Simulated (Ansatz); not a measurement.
CH6OSSi, SMILES `CS[SiH2]O`. Total charge 0; spin multiplicity 1. Geometry: relaxed with PBE0-D4/def2-TZVP. It is one conformer, not always the lowest.

```xyz
10

C     1.329    0.822   -0.694
S     0.325    1.135    0.789
Si   -0.760   -0.683    0.877
O    -1.754   -0.921   -0.414
H     0.698    0.646   -1.564
H     1.992   -0.029   -0.539
H     1.930    1.715   -0.865
H    -1.505   -0.596    2.159
H     0.154   -1.847    0.839
H    -2.408   -0.241   -0.586
```

Task: What is the dipole moment at ωB97M-V/def2-TZVPP? (An estimate is asked.)

Result: Ansatz gave: 1.12 D, with components (-0.09, 0.49, -1.00) D in this frame, pointing from negative to positive charge.

Task: And with PBE, r2SCAN, B3LYP? (An estimate is asked.)

Result: Computed: PBE 1.18 D, r2SCAN 1.21 D, B3LYP 1.11 D.

Task: Give the Mulliken charges with ωB97M-V, B3LYP, PBE in def2-TZVPP. (Estimate.)

Result: Computed: 
```json
{"atom": "C1", "ωB97M-V": "-0.35", "B3LYP": "-0.28", "PBE": "-0.26"}
{"atom": "S2", "ωB97M-V": "-0.19", "B3LYP": "-0.23", "PBE": "-0.21"}
{"atom": "Si3", "ωB97M-V": "0.39", "B3LYP": "0.50", "PBE": "0.41"}
{"atom": "O4", "ωB97M-V": "-0.38", "B3LYP": "-0.39", "PBE": "-0.35"}
{"atom": "H5", "ωB97M-V": "0.14", "B3LYP": "0.13", "PBE": "0.13"}
{"atom": "H6", "ωB97M-V": "0.15", "B3LYP": "0.13", "PBE": "0.13"}
{"atom": "H7", "ωB97M-V": "0.14", "B3LYP": "0.12", "PBE": "0.12"}
{"atom": "H8", "ωB97M-V": "-0.04", "B3LYP": "-0.08", "PBE": "-0.08"}
{"atom": "H9", "ωB97M-V": "-0.03", "B3LYP": "-0.08", "PBE": "-0.07"}
{"atom": "H10", "ωB97M-V": "0.18", "B3LYP": "0.19", "PBE": "0.19"}
```

B3LYP here is the variant with VWN-RPA as its local correlation; programs differ in this.
